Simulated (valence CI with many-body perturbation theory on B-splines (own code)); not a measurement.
## Forbidden lines of Ta I

Calculated by valence CI with perturbative core correlation (CI+MBPT): five valence electrons over a frozen Dirac-Fock core [Xe] 4f14, radial functions for each j: 7 s, 7 p, 8 d, 6 f, 4 g, 1 h, with the one-electron correlation potential Σ1 (screened to all orders), the two-electron term Σ2, the three-electron term Σ3, Breit, model QED; selected single and double excitations, second order for the rest, scaled by the run's own slope (own B-spline code, finite nucleus).

Against 6 measured levels this calculation errs by 56 cm⁻¹ on average and by 151 at most. These come from a selection out of the NIST Handbook of Basic Atomic Spectroscopic Data. Levels without a partner in it may be off by more, other configurations by 1,000 to 4,000 cm⁻¹. Among the levels kept, up to 1500 cm⁻¹ of a level comes from second order outside the variational space, and about a tenth of that is noise between levels of different J, which matters for small intervals.

Lines 51 to 88 of 88 in falling wavelength, among levels below 23814 cm⁻¹, chosen from the decays that carry over 1 % of a level's rate. Wavelengths and rates use the calculated energies, so an error of 60 cm⁻¹ moves a line at 1049 nm by 0.63 % and its rate by three times that or more. Electric multipoles are in the length gauge, E1 and E2 with the static RPA response of the core. S is in atomic units (e²a₀⁴ for E2 and M2, e²a₀⁶ for E3), for M1 in squared Bohr magnetons. Weak lines are less certain than strong ones. Lines between different terms over intervals too small for the method are left out, as are lines whose strength nearly cancels. The highest levels of a list are the least certain.

Names give the largest LS component (configuration and term), which can be under half, so a name can repeat, a term be missing and a line seem to break the LS rules; names also repeat where a configuration has a term twice. Letters in brackets count levels of one name in rising energy.

| λ vac (nm) | Upper | Lower | Type | A (s⁻¹) | S (a.u.) |
| --- | --- | --- | --- | --- | --- |
| 1049 | 5d⁴6s ⁶D_7/2 | 5d³6s² ⁴F_5/2 | M1 | 2.46e-02 | 8.42e-03 |
| 1019 | 5d³6s² ²H_11/2 | 5d³6s² ⁴F_9/2 | M1 | 1.76e-01 | 8.26e-02 |
| 999.2 | 5d³6s² ²H_9/2 | 5d³6s² ⁴F_9/2 | M1 | 1.70e-01 | 6.30e-02 |
| 987.9 | 5d³6s² ²P_3/2 | 5d³6s² ⁴P_1/2 | M1 | 6.99e-02 | 9.99e-03 |
| 947.8 | 5d⁴6s ⁶D_5/2 | 5d³6s² ⁴F_3/2 | M1 | 7.13e-03 | 1.35e-03 |
| 918.3 | 5d⁴6s ⁴F_9/2 | 5d⁴6s ⁶D_9/2 | M1 | 1.32e+00 | 3.80e-01 |
| 911.5 | 5d³6s² ²D_3/2 | 5d³6s² ⁴F_3/2 | M1 | 7.27e-01 | 8.16e-02 |
| 895.6 | 5d³6s² ²D_5/2 | 5d³6s² ⁴F_5/2 | M1 | 2.28e-01 | 3.64e-02 |
| 882.1 | 5d³6s² ²F_5/2 | 5d³6s² ⁴P_3/2 | M1 | 5.31e-02 | 8.11e-03 |
| 871.8 | 5d³6s² ²F_7/2 | 5d³6s² ⁴P_3/2 | E2 | 8.87e-02 | 3.19e+01 |
| 867.6 | 5d³6s² ²F_5/2 | 5d³6s² ⁴P_1/2 | E2 | 3.16e-02 | 8.33e+00 |
| 854.4 | 5d³6s² ²H_9/2 | 5d³6s² ⁴F_7/2 | M1 | 2.42e-01 | 5.59e-02 |
| 832.0 | 5d³6s² ²P_1/2 | 5d³6s² ⁴F_3/2 | M1 | 6.65e-02 | 2.84e-03 |
| 832.0 | 5d³6s² ²P_1/2 | 5d³6s² ⁴F_3/2 | E2 | 2.34e-02 | 1.67e+00 |
| 826.6 | 5d³6s² ²F_7/2 | 5d³6s² ⁴F_9/2 | M1 | 4.54e-01 | 7.61e-02 |
| 826.6 | 5d³6s² ²F_7/2 | 5d³6s² ⁴F_9/2 | E2 | 2.00e-02 | 5.52e+00 |
| 762.4 | 5d³6s² ²D_5/2 | 5d³6s² ⁴F_3/2 | M1 | 8.21e-02 | 8.09e-03 |
| 732.0 | 5d³6s² ²F_5/2 | 5d³6s² ⁴F_7/2 | M1 | 1.35e-02 | 1.18e-03 |
| 732.0 | 5d³6s² ²F_5/2 | 5d³6s² ⁴F_7/2 | E2 | 1.20e-02 | 1.35e+00 |
| 724.9 | 5d³6s² ²F_7/2 | 5d³6s² ⁴F_7/2 | M1 | 4.67e-02 | 5.27e-03 |
| 704.1 | 5d³6s² ²P_3/2 | 5d³6s² ⁴F_5/2 | M1 | 5.71e-01 | 2.95e-02 |
| 659.5 | 5d⁴6s ⁴H_9/2 | 5d³6s² ⁴F_9/2 | M1 | 8.36e-02 | 8.89e-03 |
| 659.5 | 5d⁴6s ⁴H_9/2 | 5d³6s² ⁴F_9/2 | E2 | 7.67e-02 | 8.54e+00 |
| 640.8 | 5d³6s² ²F_5/2 | 5d³6s² ⁴F_5/2 | M1 | 4.15e-02 | 2.43e-03 |
| 635.3 | 5d³6s² ²F_7/2 | 5d³6s² ⁴F_5/2 | M1 | 6.60e-02 | 5.02e-03 |
| 619.1 | 5d³6s² ²P_3/2 | 5d³6s² ⁴F_3/2 | M1 | 1.41e-01 | 4.95e-03 |
| 593.1 | 5d⁴6s ⁴H_9/2 | 5d³6s² ⁴F_7/2 | E2 | 7.57e-02 | 4.96e+00 |
| 572.2 | 5d⁴6s ⁴H_13/2 | 5d³6s² ⁴F_9/2 | E2 | 1.96e+00 | 1.50e+02 |
| 569.6 | 5d³6s² ²F_5/2 | 5d³6s² ⁴F_3/2 | M1 | 3.46e-01 | 1.42e-02 |
| 565.3 | 5d³6s² ²F_7/2 | 5d³6s² ⁴F_3/2 | E2 | 8.00e-02 | 3.30e+00 |
| 552.9 | 5d⁴6s ⁴H_11/2 | 5d³6s² ⁴F_7/2 | E2 | 2.70e+00 | 1.50e+02 |
| 531.8 | 5d⁴6s ⁴H_9/2 | 5d³6s² ⁴F_5/2 | E2 | 3.38e+00 | 1.28e+02 |
| 509.7 | 5d⁴6s ⁴F_9/2 | 5d³6s² ⁴F_7/2 | E2 | 3.70e+00 | 1.14e+02 |
| 505.3 | 5d⁴6s ⁴D_1/2 [a] | 5d³6s² ⁴F_3/2 | E2 | 1.25e+01 | 7.37e+01 |
| 493.9 | 5d⁴6s ⁴H_7/2 | 5d³6s² ⁴F_3/2 | E2 | 5.46e+00 | 1.15e+02 |
| 490.2 | 5d⁴6s ⁴F_7/2 | 5d³6s² ⁴F_5/2 | E2 | 6.39e+00 | 1.29e+02 |
| 479.9 | 5d⁴6s ⁴D_3/2 | 5d³6s² ⁴F_3/2 | E2 | 1.27e+01 | 1.15e+02 |
| 471.3 | 5d⁴6s ⁴G_5/2 | 5d³6s² ⁴F_3/2 | E2 | 8.35e+00 | 1.04e+02 |
